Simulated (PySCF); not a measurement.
# Dipole response of Zn⁺ (zinc, charge +1)

[Ar] 3d10 4s1, 2S determinant. All numbers are calculated (PySCF 2.14, the spin-free X2C one-electron Hamiltonian (Gaussian nucleus), in aug-cc-pVTZ-DK (8s7p5d3f2g, 93 functions)). Coupled (time-dependent) response in atomic units; α is the mean over directions.

```json
{"method": "M06", "mean α (bohr³)": "14.52", "C₆ (like pair)": "56.15", "S(−4)": "174.8"}
```

S(−4) is the Cauchy moment in α(ω) = α(0) + S(−4) ω² + …

α(iu) at M06:

```csv
u (hartree),α(iu) (bohr³)
0,14.52
0.0500,14.10
0.100,12.99
0.200,10.10
0.300,7.670
0.500,4.822
0.750,3.202
1.00,2.395
1.50,1.595
2.00,1.181
3.00,0.7420
5.00,0.3820
```

For an ion, C₆ is the dispersion term alone; charge-induced terms of lower order in 1/R come first.
